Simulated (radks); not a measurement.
The mean radii <r> (bohr) of the occupied orbitals of an atom or ion are listed with their occupations. Calculated with a radial shooting solver on a logarithmic mesh with Libxc functionals: Dirac Kohn-Sham, PBE, spin-unpolarised, spherical densities, point nucleus.

| orbital | occ. | <r> |
|---|---|---|
| 1s1/2 | 2 | 0.01658 |
| 2s1/2 | 2 | 0.06923 |
| 2p1/2 | 2 | 0.05692 |
| 2p3/2 | 4 | 0.06560 |
| 3s1/2 | 2 | 0.1801 |
| 3p1/2 | 2 | 0.1704 |
| 3p3/2 | 4 | 0.1863 |
| 3d3/2 | 4 | 0.1621 |
| 3d5/2 | 6 | 0.1670 |
| 4s1/2 | 2 | 0.3990 |
| 4p1/2 | 2 | 0.4011 |
| 4p3/2 | 4 | 0.4353 |
| 4d3/2 | 4 | 0.4425 |
| 4d5/2 | 6 | 0.4536 |
| 5s1/2 | 2 | 0.9009 |
| 4f5/2 | 6 | 0.4791 |
| 4f7/2 | 8 | 0.4858 |
| 5p1/2 | 2 | 0.9692 |
| 5p3/2 | 4 | 1.064 |
| 5d3/2 | 4 | 1.396 |
| 5d5/2 | 5 | 1.450 |
| 6s1/2 | 1 | 2.419 |
| 6p1/2 | 1 | 3.013 |

Name the element and its charge. Open shells, if any, fill j = l - 1/2 first.

Answer. Z = 80, mercury, charge +1: Hg+ in [Xe] 4f14 5d9 6s1 6p1. The 1s radius gives Z: for a bare nucleus <r> = (2 gamma + 1)/(2Z) with gamma = sqrt(1 - (Z/c)^2), 0.0164 bohr for Z = 80, and screening makes it slightly larger (0.01658 here). The occupations add up to 79, and the charge is Z minus that.
